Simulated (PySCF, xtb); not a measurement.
B3H5N3, SMILES B1NBNB[N]1 (connectivity only; charge and spin as stated), charge -1, multiplicity 1.

Harmonic wavenumbers (cm⁻¹) from GFN2-xTB run with xtb at its own minimum, in rising order: 200, 273, 400, 483, 501, 627, 640, 750, 775, 793, 793, 868, 883, 982, 1021, 1063, 1067, 1186, 1303, 1308, 1318, 1478, 2175, 2201, 2262, 3353, 3353.

Task: What does PySCF 2.14.0 with PBE0-D3(BJ)/def2-SVPD give at its own minimum? (The exact figures need the calculation; the answer reports its results.)

Result: 235, 296, 417, 488, 551, 712, 722, 836, 875, 888, 890, 903, 919, 995, 1014, 1054, 1122, 1283, 1341, 1354, 1420, 1534, 2340, 2355, 2471, 3656, 3658. Paired by order, the mean absolute difference is 85 cm⁻¹ and the zero-point energies are 45.8 and 49.1 kcal/mol.
